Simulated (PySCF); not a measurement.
Match the calculated data to a structure.

All candidates are CH7GeN.

- 13C NMR: chemical shifts (computed TMS as zero) by class: 34.1 (1 C) ppm [GIAO PBE/pcSseg-2]
- NMR, other nuclei: isotropic shieldings of nuclei other than C and H, by class: 229 (1 N), 1504 (1 Ge) ppm [GIAO PBE/pcSseg-2]
- XPS: C1s 291.1, N1s 405.1 eV [ΔSCF SCAN, pcX-2 on the ionised atom, pcseg-1 elsewhere, spin-free X2C]
- Dipole: 1.63 D [CAM-B3LYP/def2-SVPD]
- Couplings: largest of the computed one-bond spin–spin couplings (means over like bonds): 13C–1H +139.7 (×2), 15N–1H -66.2 (×2), 15N–13C -2.5 Hz [B3LYP/pcJ-1 (pcSseg-1 on Ge), spin–dipole term left out for some pairs]
- Rotational structure: rotational constants A, B, C: 24.229, 3.637, 3.392 GHz [PBE0-D3(BJ)/def2-SVP]

Gas-phase values; electronic properties from PySCF, density fitting. Levels stand in brackets. Geometry: PBE0-D3(BJ)/def2-SVP, one conformer, isolated molecule. Relativistic effects, spin–orbit coupling among them, are left out (core-ionisation runs apart) although an element past zinc is present. NMR classes are plain means over equivalent atoms (diastereotopic ones count apart unless rotation or inversion swaps them), as if these changed places fast.

Problem. Which candidate is it?
A. `[H][Ge]([H])([H])[NH]C`
B. `N[CH2][GeH3]`
C. `C[NH][GeH3]`

Solution. B. It is `N[CH2][GeH3]`. Numbering: `[NH2:1][CH2:2][GeH3:3]`. The one carbon: sp3 carbon bound to nitrogen [C2] (34.1 ppm). The other shieldings belong to: 229 ppm, primary amine nitrogen [N1]; 1504 ppm, germanium bonded to C and 3 H [Ge3]. The couplings run between: +139.7 Hz, sp3 carbon bound to nitrogen [C2] and its hydrogen (with 1 like pair); -66.2 Hz, primary amine nitrogen [N1] and its hydrogen (with 1 like pair); -2.5 Hz, primary amine nitrogen [N1] and sp3 carbon bound to nitrogen [C2]. The core levels belong to: C1s 291.1 eV, sp3 carbon bound to nitrogen [C2]; N1s 405.1 eV, primary amine nitrogen [N1]. No core level of Ge was computed. By its constants the optimised geometry is an asymmetric top. NMR values of atoms bound to Ge lack the spin–orbit term that these neighbours bring.

The others, at the same levels:
- `[H][Ge]([H])([H])[NH]C` fails: its computed core binding energies are C1s 291.6, N1s 404.2 eV, rotational constant A is 29.011 GHz (against 24.229 GHz) and dipole moment is 0.65 D (against 1.63 D).
- `C[NH][GeH3]` fails: its computed core binding energies are C1s 291.5, N1s 404.3 eV and rotational constant A is 27.461 GHz (against 24.229 GHz).

Each candidate is one conformer, not necessarily the lowest. The conformers computed, where there is a choice (atom-mapped SMILES and torsion angles):
- `[NH2:1][CH2:2][GeH3:3]`: H–N1–C2–Ge3 -175°, H–N1–C2–Ge3 67°
